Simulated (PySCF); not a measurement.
```xyz
10

O      1.9590    -0.6194     0.0712
C      0.6892    -0.1575     0.0352
C     -0.4368    -0.9966    -0.2060
C     -1.5133    -0.1768    -0.1647
O     -1.1453     1.0933     0.0809
C      0.2103     1.1027     0.2035
H      2.5597     0.1093     0.2469
H     -0.4257    -2.0595    -0.3831
H     -2.5695    -0.3500    -0.2880
H      0.6724     2.0544     0.4042
```

Charge 0, multiplicity 1.

Task: Give the Mulliken and meta-Löwdin atomic charges from PBE0-D3(BJ)/def2-TZVP (PySCF).

Result: 
```json
[
 {"atom": "O1", "Mulliken (e)": "-0.40", "meta-Löwdin (e)": "-0.47"},
 {"atom": "C2", "Mulliken (e)": "0.17", "meta-Löwdin (e)": "0.17"},
 {"atom": "C3", "Mulliken (e)": "-0.23", "meta-Löwdin (e)": "-0.22"},
 {"atom": "C4", "Mulliken (e)": "0.01", "meta-Löwdin (e)": "0.04"},
 {"atom": "O5", "Mulliken (e)": "-0.19", "meta-Löwdin (e)": "-0.23"},
 {"atom": "C6", "Mulliken (e)": "-0.10", "meta-Löwdin (e)": "-0.07"},
 {"atom": "H7", "Mulliken (e)": "0.32", "meta-Löwdin (e)": "0.35"},
 {"atom": "H8", "Mulliken (e)": "0.13", "meta-Löwdin (e)": "0.14"},
 {"atom": "H9", "Mulliken (e)": "0.14", "meta-Löwdin (e)": "0.14"},
 {"atom": "H10", "Mulliken (e)": "0.14", "meta-Löwdin (e)": "0.14"}
]
```
